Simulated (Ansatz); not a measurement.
**Molecular dynamics of CH9AlOSSi**

The input (input.yaml):

```yaml
crystal:
  periodic: [false, false, false]
  atoms:
    - { symbol: Al, position_ang: [-0.0458, 0.3933, -0.5412] }
    - { symbol: S, position_ang: [2.3245, 1.4512, -0.0723] }
    - { symbol: O, position_ang: [-0.2836, -0.6506, 0.7418] }
    - { symbol: Si, position_ang: [-0.4778, -1.6664, 2.0095] }
    - { symbol: C, position_ang: [-0.5955, 0.2859, -2.4348] }
    - { symbol: H, position_ang: [0.6949, 2.11, 0.3047] }
    - { symbol: H, position_ang: [-0.2837, 2.1722, 0.3498] }
    - { symbol: H, position_ang: [2.3488, 0.8459, 1.1102] }
    - { symbol: H, position_ang: [0.6862, -1.4764, 2.8771] }
    - { symbol: H, position_ang: [-1.7236, -1.2699, 2.6624] }
    - { symbol: H, position_ang: [-0.5375, -3.017, 1.454] }
    - { symbol: H, position_ang: [-1.3061, 1.0763, -2.6845] }
    - { symbol: H, position_ang: [0.2634, 0.4164, -3.0978] }
    - { symbol: H, position_ang: [-1.0641, -0.671, -2.6789] }
magnetization:
  spin_polarized: true
basis:
  gaussian: { orbitals: "6-31G" }
hamiltonian:
  xc: pbe0
  dispersion: d4
md:
  timestep: 0.5
  n_steps: 150
  ensemble: nve
  temperature: 300.0
  initial_velocities: maxwell_boltzmann
  seed: 642962
```

Launched with:

```bash
$ ansatz run input.yaml --threads 2 --pin off --max-ram 3072MiB --backend cpu --events-out ev --progress --plain --runs-dir out
```

It starts from a rough guess of a transition structure, not a stationary point.

Output, in part (step lines, the closing report, with atoms numbered from 0):

```
md step     0: t =     0.00 fs  T =   300.0 K  F+E_penalty+E_count = -28523.85099481 eV  E_kin = 0.465336 eV  conserved = -28523.38565881 eV  (28 SCF iters)
md step     1: t =     0.50 fs  T =   285.7 K  F+E_penalty+E_count = -28523.82853166 eV  E_kin = 0.443082 eV  conserved = -28523.38544983 eV  (26 SCF iters)
md step     2: t =     1.00 fs  T =   274.8 K  F+E_penalty+E_count = -28523.81153725 eV  E_kin = 0.426249 eV  conserved = -28523.38528835 eV  (26 SCF iters)
md step     3: t =     1.50 fs  T =   269.0 K  F+E_penalty+E_count = -28523.80246543 eV  E_kin = 0.417216 eV  conserved = -28523.38524989 eV  (26 SCF iters)
md step     4: t =     2.00 fs  T =   268.5 K  F+E_penalty+E_count = -28523.80184831 eV  E_kin = 0.416508 eV  conserved = -28523.38534003 eV  (26 SCF iters)
md step     5: t =     2.50 fs  T =   272.4 K  F+E_penalty+E_count = -28523.80806869 eV  E_kin = 0.422515 eV  conserved = -28523.38555323 eV  (32 SCF iters)
md step     6: t =     3.00 fs  T =   278.3 K  F+E_penalty+E_count = -28523.81754936 eV  E_kin = 0.431671 eV  conserved = -28523.38587878 eV  (32 SCF iters)
md step     7: t =     3.50 fs  T =   283.1 K  F+E_penalty+E_count = -28523.82529460 eV  E_kin = 0.439099 eV  conserved = -28523.38619588 eV  (32 SCF iters)
[... lines left out ...]
Total energy: -28524.69875307 eV, -1048.2633444399 hartree
Atom 0 at     0.327646     0.105684    -0.636919 Å, force     0.895859     0.987971     0.573262 eV/Å
Atom 1 at     2.292019     1.272226    -0.056490 Å, force    -0.376557    -0.639248     0.644742 eV/Å
Atom 2 at    -0.464345    -0.497485     0.704746 Å, force    -0.056828    -1.281883     1.248754 eV/Å
Atom 3 at    -0.378437    -1.617445     2.000782 Å, force    -0.730176     0.425010    -0.767848 eV/Å
Atom 4 at    -0.613877     0.498158    -2.217216 Å, force     1.095307    -0.220040    -1.532425 eV/Å
Atom 5 at    -4.642177     5.151233     0.179846 Å, force     1.191653    -0.457527    -0.855392 eV/Å
Atom 6 at    -4.027560     4.915529    -0.261088 Å, force    -1.191027     0.456920     0.855340 eV/Å
Atom 7 at     2.368560     0.982458     1.345900 Å, force    -0.223656     0.139798    -1.223399 eV/Å
Atom 8 at     0.854498    -1.389710     2.751246 Å, force     0.706464     0.070280     0.530332 eV/Å
Atom 9 at    -1.574973    -1.333899     2.819540 Å, force    -0.268239    -0.187570     0.394983 eV/Å
Atom 10 at    -0.353446    -3.010507     1.446427 Å, force    -0.069121    -0.150537     0.074251 eV/Å
Atom 11 at    -0.772147     1.555117    -2.076078 Å, force    -0.233421     0.839497    -0.384592 eV/Å
Atom 12 at     0.103238     0.342251    -3.044539 Å, force    -0.156610     0.493054    -0.050724 eV/Å
Atom 13 at    -1.521477     0.041686    -2.566598 Å, force    -0.583648    -0.475726     0.492717 eV/Å
Dipole moment:    -0.263476    -0.503568     0.000711 e Å
```

The steps, from the saved trajectory:

| time (fs) | T (K) | potential energy less start (eV) | conserved less start (meV/atom) |
| --- | --- | --- | --- |
| 0 | 300 | 0.000 | 0.00 |
| 2.5 | 272 | 0.043 | 0.01 |
| 5 | 267 | 0.050 | -0.04 |
| 7.5 | 220 | 0.125 | 0.06 |
| 10 | 352 | -0.082 | -0.03 |
| 12.5 | 465 | -0.256 | -0.01 |
| 15 | 584 | -0.441 | -0.02 |
| 17.5 | 730 | -0.667 | 0.00 |
| 20 | 841 | -0.840 | -0.03 |
| 22.5 | 903 | -0.935 | -0.02 |
| 25 | 947 | -1.004 | 0.03 |
| 27.5 | 949 | -1.007 | -0.05 |
| 30 | 927 | -0.973 | -0.02 |
| 32.5 | 898 | -0.927 | 0.06 |
| 35 | 914 | -0.953 | -0.06 |
| 37.5 | 923 | -0.966 | -0.02 |
| 40 | 904 | -0.935 | 0.09 |
| 42.5 | 997 | -1.084 | -0.12 |
| 45 | 970 | -1.039 | 0.00 |
| 47.5 | 931 | -0.977 | 0.06 |
| 50 | 978 | -1.053 | -0.11 |
| 52.5 | 924 | -0.967 | 0.01 |
| 55 | 911 | -0.947 | 0.06 |
| 57.5 | 983 | -1.061 | -0.13 |
| 60 | 897 | -0.926 | 0.03 |
| 62.5 | 884 | -0.906 | 0.04 |
| 65 | 926 | -0.972 | -0.11 |
| 67.5 | 873 | -0.888 | 0.02 |
| 70 | 868 | -0.881 | 0.02 |
| 72.5 | 873 | -0.890 | -0.08 |
| 75 | 847 | -0.848 | 0.02 |

The run went to its last step. The conserved energy stayed within 0.16 meV per atom of its start (net change 0.019 meV per atom), so the integration is sound. The kinetic energy rose, since the run started high on the potential surface and went downhill. It ends in pieces (CH7AlOSSi + H2), so much of that is their flight and rotation, not heat. A run of 0.075 ps of so small a system gives no equilibrium averages. The orbitals were unrestricted but ended closed-shell. Limits of this set-up: no polarisation functions.

The planned step would form Al1–H7, S2–H6 and break Al1–S2, H6–H7. These pairs go: Al1–H7 2.00 → 6.50 Å, S2–H6 1.80 → 7.95 Å, Al1–S2 2.64 → 2.36 Å, H6–H7 0.98 → 0.79 Å. In the last frame they stand as before the step (other bonds may differ from the relaxed reactants and products). It ends as CH7AlOSSi + H2. Pairs count as bonded within 1.25 times the sum of covalent radii (0.12 Å more for H–H).

Last frame:

```xyz
14
Properties=species:S:1:pos:R:3
Al 0.328 0.106 -0.637
S 2.292 1.272 -0.057
O -0.464 -0.497 0.705
Si -0.378 -1.617 2.001
C -0.614 0.498 -2.217
H -4.642 5.151 0.180
H -4.028 4.915 -0.261
H 2.369 0.983 1.346
H 0.855 -1.390 2.751
H -1.575 -1.334 2.820
H -0.353 -3.010 1.446
H -0.772 1.555 -2.076
H 0.103 0.342 -3.045
H -1.522 0.042 -2.567
```

The run took 19 min on 2 threads of Arm Neoverse N1, on a shared host, peak memory 0.27 GiB.
